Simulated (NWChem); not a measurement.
# ZnF cation; SMILES [F][Zn+]

Computed with NWChem. Pople sets run with spherical d functions. Medium grid unless said otherwise, to which SCAN and Minnesota functionals are sensitive. All runs use the structure optimised with PBE0/def2-SVP. B3LYP is NWChem's, with the RPA form of VWN correlation.

**Question.** Order these by “highest occupied level (eV)”, lowest first: B3LYP/6-31G*; BLYP/6-31G*; LC-wPBE (HJS exchange hole, range parameter 0.4 per bohr)/6-31G*.

**Answer.** LC-wPBE (HJS exchange hole, range parameter 0.4 per bohr)/6-31G* (-19.06), B3LYP/6-31G* (-16.32), BLYP/6-31G* (-14.80)
